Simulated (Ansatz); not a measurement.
Compare A (`BC1(C)C=N1`) with its isomer B (`NBC1C=C1`).

Calculated with Ansatz (gas phase, PBE0-D4/def2-TZVP geometries, no zero-point term in ΔE). CBS: MP2 limit from def2 TZ/QZ plus the TZ coupled-cluster correction, frozen cores. DFT in def2-TZVPP. B3LYP here is the variant with VWN-RPA as its local correlation; programs differ in this. One conformer a species, not always the lowest.

Which isomer does CCSD(T)/CBS put lower? Give the gap. (Best estimate.)

Ansatz gave: B, by 31.9 kcal/mol.

Give E(B) − E(A) in kcal/mol with BLYP-D4, CCSD/def2-TZVPP, LDA (SPW92), r2SCAN-D4, PBE0-D4, B3LYP-D4, HF/def2-TZVPP. (Estimate.)

Ansatz gave: BLYP-D4 -29.5, CCSD/def2-TZVPP -31.2, LDA (SPW92) -36.4, r2SCAN-D4 -31.4, PBE0-D4 -32.8, B3LYP-D4 -31.6, HF/def2-TZVPP -31.6. None reverses the order clearly.

Does the order hold for the free energy at 298.15 K (harmonic terms from PBE0-D4)? (Best estimate.)

The calculation gave: Yes: G(B) − G(A) = -29.4 kcal/mol, for one conformer each.

Largest T1 diagnostic: 0.012.

From PBE to PBE0 (25 % exact exchange), in def2-TZVPP and without D4, E(B) − E(A) moves by −1.6 kcal/mol. Leaving LDA and LC-ωPBE aside and taking each functional with its dispersion term where it has one, the values, not all of them listed here, spread over 4.8 kcal/mol, from r2SCAN0-D4 to revPBE-D4. LDA lies −4.9 kcal/mol from PBE without D4.
